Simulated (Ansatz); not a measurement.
The cluster Ti2B2, relaxed as a singlet with RKS r2SCAN-D4/def2-SVP in Ansatz, starting from the GFN1-xTB geometry. Force threshold 0.02 eV/Å.

The restricted singlet is unstable towards broken spin symmetry at other levels; at r2SCAN-D4/def2-SVP this wasn't settled. At r2SCAN-D4/def2-SVP a quintet of charge 0 lies 0.80 eV below the restricted singlet, each at its own geometry. The structure comes from a short search, and lower isomers may exist.

Start:

```xyz
4

Ti   -0.278    1.175    0.955
Ti   -0.660    0.298   -1.361
B    -0.182   -1.174    0.121
B     1.119   -0.299    0.285
```

Task: Estimate the energy that the relaxation releases and the steps that it takes.

Result: 17.3 kcal/mol, in 6 steps; 25 s on 4 threads of Arm Neoverse V1 on a shared host. No frequencies were taken in this run, so the end may be a saddle point.

Task: Does the start keep its bonding and symmetry?

Result: By distances, no bond broke or formed. The bond that changes most is Ti2–B4, from 2.50 to 2.12 Å (atoms count from 1). Point group C2 at the start, C2v at the end, both within 0.05 Å.

Task: Predict the relaxed structure.

Result: 
Cartesian coordinates in Å:
```
Ti -0.3856 0.9846 0.8801
Ti -0.4642 0.3503 -1.2469
B -0.2509 -1.0589 0.3248
B 1.1008 -0.2761 0.0419
```
Bond lengths (bridged metal pairs left out): 4 × B–Ti 2.12 Å; 1 × Ti–Ti 2.22 Å; 1 × B–B 1.59 Å.
